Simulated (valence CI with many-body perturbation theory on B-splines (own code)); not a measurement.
# Bi⁶⁹⁺: electric-dipole lines

Computed by configuration interaction combined with many-body perturbation theory (CI+MBPT): four valence electrons over a frozen Dirac-Fock core [Ne], radial functions for each j: 11 s, 11 p, 10 d, 8 f, 5 g, 2 h, with the one-electron correlation potential Σ1 (screened to all orders), the two-electron term Σ2, the three-electron term Σ3, Breit, model QED; selected single and double excitations, second order for the rest, scaled by the run's own slope (own B-spline code, finite nucleus).

No measured spectrum was set against this ion. As an estimate, large intervals hold to a few tenths of a per cent, small ones and those within an open d or f shell to about a per cent. Among the levels kept, up to 580 cm⁻¹ of a level comes from second order outside the variational space, and about a tenth of that is noise between levels of different J, which matters for small intervals.

Lines 151 to 200 of 547 in falling wavelength, among levels below 2668.5 eV, chosen from the strongest by gf and those to the six lowest levels. Wavelengths and rates use the calculated energies. Electric multipoles are in the length gauge, E1 and E2 with the static RPA response of the core. Weak lines are less certain than strong ones. Lines between different terms over intervals too small for the method are left out, as are lines whose strength nearly cancels. The highest levels of a list are the least certain.

Levels are named by their leading jj configuration (3d3/2^4 stands for four electrons in 3d with j = 3/2), which in mixed levels can hold well under half, so a name can repeat and another be missing. Letters in brackets count levels of one name in rising energy.

| λ vac (nm) | Upper | Lower | A (s⁻¹) | S (a.u.) |
| --- | --- | --- | --- | --- |
| 2.989 | (3s^2 3p3/2 3d5/2) J=1 | (3s^2 3p3/2^2) J=0 | 5.64e+11 | 2.23e-02 |
| 2.989 | (3p1/2^2 3d3/2 3d5/2) J=1 | (3p1/2^2 3p3/2 3d3/2) J=1 | 1.83e+11 | 7.23e-03 |
| 2.987 | (3s 3p1/2 3d5/2^2) J=3 [a] | (3s 3p1/2 3p3/2 3d5/2) J=2 [b] | 9.47e+10 | 8.72e-03 |
| 2.986 | (3s^2 3d3/2 3d5/2) J=2 | (3s^2 3p3/2 3d3/2) J=2 | 2.12e+11 | 1.39e-02 |
| 2.984 | (3s^2 3d3/2 3d5/2) J=2 | (3s^2 3p3/2 3d3/2) J=1 | 3.65e+11 | 2.40e-02 |
| 2.983 | (3p1/2^2 3p3/2 3d5/2) J=3 | (3p1/2^2 3p3/2^2) J=2 | 5.24e+11 | 4.80e-02 |
| 2.983 | (3s 3p1/2^2 3d5/2) J=3 | (3s 3p1/2^2 3p3/2) J=2 | 3.88e+11 | 3.56e-02 |
| 2.981 | (3s 3p3/2^2 3d5/2) J=3 [b] | (3s 3p3/2^3) J=2 | 1.19e+11 | 1.09e-02 |
| 2.980 | (3s^2 3p1/2 3d5/2) J=2 | (3s^2 3p1/2 3p3/2) J=1 | 5.14e+11 | 3.36e-02 |
| 2.979 | (3s 3p1/2 3p3/2 3d5/2) J=1 [c] | (3s 3p1/2 3p3/2^2) J=1 [a] | 4.37e+11 | 1.71e-02 |
| 2.978 | (3p1/2^2 3d5/2^2) J=4 | (3s 3p1/2 3d3/2 3d5/2) J=3 [a] | 1.28e+11 | 1.51e-02 |
| 2.978 | (3s 3p1/2 3d5/2^2) J=0 | (3s 3p1/2 3p3/2 3d5/2) J=1 [b] | 6.26e+11 | 8.15e-03 |
| 2.974 | (3s 3p1/2 3d3/2 3d5/2) J=4 [a] | (3s 3p1/2 3p3/2 3d3/2) J=3 [a] | 3.75e+11 | 4.38e-02 |
| 2.971 | (3s 3p3/2^2 3d5/2) J=2 [a] | (3s 3p3/2^3) J=2 | 6.85e+11 | 4.44e-02 |
| 2.971 | (3s 3p1/2 3p3/2 3d5/2) J=2 [b] | (3s 3p1/2 3p3/2^2) J=3 | 1.41e+11 | 9.13e-03 |
| 2.968 | (3p1/2^2 3p3/2 3d5/2) J=2 | (3s 3p1/2 3p3/2 3d3/2) J=2 [a] | 1.75e+11 | 1.13e-02 |
| 2.965 | (3s 3p1/2 3p3/2 3d5/2) J=2 [c] | (3s 3p1/2 3p3/2^2) J=1 [a] | 5.31e+11 | 3.42e-02 |
| 2.964 | (3s 3p1/2 3d3/2 3d5/2) J=4 [c] | (3s 3p1/2 3p3/2 3d3/2) J=3 [c] | 1.72e+11 | 1.99e-02 |
| 2.963 | (3s 3p1/2 3d5/2^2) J=2 [a] | (3s 3p1/2 3p3/2 3d5/2) J=3 [a] | 1.49e+11 | 9.54e-03 |
| 2.962 | (3s 3p1/2 3p3/2 3d5/2) J=3 [a] | (3s 3p1/2 3p3/2^2) J=2 [a] | 6.07e+11 | 5.45e-02 |
| 2.960 | (3s 3p1/2 3d3/2 3d5/2) J=2 [c] | (3s 3p1/2 3p3/2 3d3/2) J=1 [b] | 3.35e+11 | 2.14e-02 |
| 2.960 | (3p1/2^2 3d3/2 3d5/2) J=3 | (3p1/2^2 3p3/2 3d3/2) J=2 | 2.24e+11 | 2.01e-02 |
| 2.958 | (3s 3p1/2 3p3/2 3d5/2) J=3 [d] | (3s 3p1/2 3p3/2^2) J=2 [b] | 6.53e+11 | 5.84e-02 |
| 2.957 | (3s 3p1/2 3d3/2 3d5/2) J=3 [a] | (3s 3p1/2 3p3/2 3d3/2) J=2 [a] | 4.67e+11 | 4.17e-02 |
| 2.956 | (3s 3p1/2 3d5/2^2) J=3 [a] | (3s 3p1/2 3p3/2 3d5/2) J=4 [b] | 9.62e+10 | 8.59e-03 |
| 2.955 | (3s^2 3d3/2 3d5/2) J=1 | (3s^2 3p3/2 3d3/2) J=0 | 2.90e+11 | 1.11e-02 |
| 2.955 | (3s 3p1/2 3d3/2 3d5/2) J=5 | (3s 3p1/2 3p3/2 3d3/2) J=4 | 4.49e+11 | 6.29e-02 |
| 2.954 | (3s 3p1/2 3p3/2 3d5/2) J=2 [c] | (3s 3p1/2 3p3/2^2) J=2 [b] | 2.10e+11 | 1.33e-02 |
| 2.952 | (3s 3p1/2 3p3/2 3d5/2) J=1 [b] | (3s 3p1/2 3p3/2^2) J=0 | 3.24e+11 | 1.24e-02 |
| 2.949 | (3s^2 3p3/2^2) J=0 | (3s 3p1/2^2 3p3/2) J=1 | 2.59e+09 | 3.28e-05 |
| 2.948 | (3s^2 3d3/2 3d5/2) J=1 | (3s^2 3p3/2 3d3/2) J=1 | 2.71e+11 | 1.03e-02 |
| 2.944 | (3s 3p1/2 3d5/2^2) J=1 [b] | (3s 3p1/2 3p3/2 3d5/2) J=2 [c] | 2.67e+11 | 1.01e-02 |
| 2.938 | (3s 3p3/2^2 3d5/2) J=2 [c] | (3s 3p3/2^3) J=1 | 1.11e+12 | 6.96e-02 |
| 2.937 | (3p1/2^2 3d3/2 3d5/2) J=1 | (3p1/2^2 3p3/2 3d3/2) J=0 | 1.93e+11 | 7.23e-03 |
| 2.937 | (3s 3p1/2 3d3/2 3d5/2) J=1 [a] | (3s 3p1/2 3p3/2 3d3/2) J=1 [a] | 2.42e+11 | 9.07e-03 |
| 2.934 | (3s 3p1/2 3d3/2 3d5/2) J=4 [b] | (3s 3p1/2 3p3/2 3d3/2) J=4 | 7.54e+10 | 8.46e-03 |
| 2.932 | (3s^2 3d3/2 3d5/2) J=4 | (3s^2 3p3/2 3d3/2) J=3 | 5.81e+11 | 6.51e-02 |
| 2.931 | (3s 3p1/2 3d5/2^2) J=1 [b] | (3s 3p1/2 3p3/2 3d5/2) J=1 [c] | 2.24e+11 | 8.35e-03 |
| 2.931 | (3p1/2^2 3d5/2^2) J=0 | (3p1/2^2 3p3/2 3d5/2) J=1 | 7.75e+11 | 9.63e-03 |
| 2.926 | (3s 3p1/2 3d5/2^2) J=3 [a] | (3s 3p1/2 3p3/2 3d5/2) J=3 [b] | 4.47e+11 | 3.87e-02 |
| 2.920 | (3p1/2^2 3d5/2^2) J=4 | (3p1/2^2 3p3/2 3d5/2) J=4 | 1.75e+11 | 1.93e-02 |
| 2.917 | (3s 3p1/2 3d3/2 3d5/2) J=2 [a] | (3s 3p1/2 3p3/2 3d3/2) J=1 [a] | 2.59e+11 | 1.59e-02 |
| 2.917 | (3s 3p1/2 3d3/2 3d5/2) J=1 [a] | (3s 3p1/2 3p3/2 3d3/2) J=0 [a] | 3.02e+11 | 1.11e-02 |
| 2.916 | (3s^2 3d5/2^2) J=0 | (3s^2 3p3/2 3d5/2) J=1 | 1.33e+12 | 1.63e-02 |
| 2.912 | (3s^2 3p3/2 3d5/2) J=3 | (3s^2 3p3/2^2) J=2 | 9.87e+11 | 8.41e-02 |
| 2.907 | (3s 3p1/2 3d5/2^2) J=2 [b] | (3s 3p1/2 3p3/2 3d5/2) J=2 [b] | 3.12e+11 | 1.89e-02 |
| 2.904 | (3s^2 3p3/2^2) J=2 | (3s 3p1/2^2 3p3/2) J=2 | 6.83e+09 | 4.13e-04 |
| 2.897 | (3s 3p1/2 3d3/2 3d5/2) J=4 [c] | (3s 3p1/2 3p3/2 3d3/2) J=3 [b] | 3.50e+11 | 3.78e-02 |
| 2.889 | (3s 3p1/2 3d5/2^2) J=2 [a] | (3s 3p1/2 3p3/2 3d5/2) J=2 [a] | 6.69e+11 | 3.98e-02 |
| 2.889 | (3s 3p1/2 3p3/2 3d5/2) J=4 [c] | (3s 3p1/2 3p3/2^2) J=3 | 3.96e+11 | 4.24e-02 |
